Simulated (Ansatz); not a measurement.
`[Br][Sn][Br]` + `C[O][Mg][Br]` → `C[O][Sn][Br]` + `[Br][Mg][Br]` at 298.15 K and 1 bar (redistribution).

Gas-phase electronic energies from Ansatz, PBE0-D4/def2-TZVP geometries. CCSD(T)/CBS is the MP2 limit (def2-TZVPP, def2-QZVPP) plus CCSD(T) − MP2 in def2-TZVPP, frozen cores. def2 core potentials past Kr. For Br, Mg, Sn outer-core shells are correlated without core-valence functions, which leaves a few kJ/mol of doubt a bond. Scalar relativity is left out up to krypton. Each species was taken in one conformer, which may not be the lowest.

```
       species  CCSD(T)/CBS energy (Eh)  H − E (kJ/mol)  S (J/(mol·K))
`[Br][Sn][Br]`              -5360.78051            17.9          328.9
`C[O][Mg][Br]`              -2888.35255           130.2          334.3
`C[O][Sn][Br]`              -2902.45238           129.3          356.3
`[Br][Mg][Br]`              -5346.68760            20.1          295.2
```

H − E and S are ideal-gas, rigid-rotor, harmonic terms from PBE0-D4/def2-TZVP, for one conformer and one mirror image of each species. 1 Eh = 2625.50 kJ/mol, R = 8.31446 J/(mol·K).

**Question.** By hand: ΔE, ΔH, ΔS and ΔG.

**Answer.** ΔE = (-2902.45238) + (-5346.68760) − (-5360.78051) − (-2888.35255) = -0.00692 Eh = -18.2 kJ/mol. Δ(H − E) = 129.3 + 20.1 − 17.9 − 130.2 = 1.3, so ΔH = -16.9 kJ/mol. ΔS = 356.3 + 295.2 − 328.9 − 334.3 = -11.7 J/(mol·K). ΔG = -16.9 − 298.15 × (-11.7)/1000 = -13.4 kJ/mol.

**Question.** By hand: the equilibrium constant, and the temperature at which ΔG would vanish if ΔH and ΔS stayed fixed.

**Answer.** log₁₀ K = −ΔG/(RT ln 10) = 2.3. ΔG = 0 at ΔH/ΔS = 1444 K, though so small a ΔS makes that figure unsure.

The number of gas molecules stays the same, so ΔS is small and ΔH decides. A doubt of 5 kJ/mol in ΔE shifts log₁₀ K by 0.9 here. Other conformers and mirror images would add mixing entropy, several J/(mol·K) or more a flexible species. These are equilibria of isolated gas molecules and say nothing of rates. Largest T1 diagnostic: 0.015 (customary marks: 0.02 for closed shells, 0.045 for open ones).
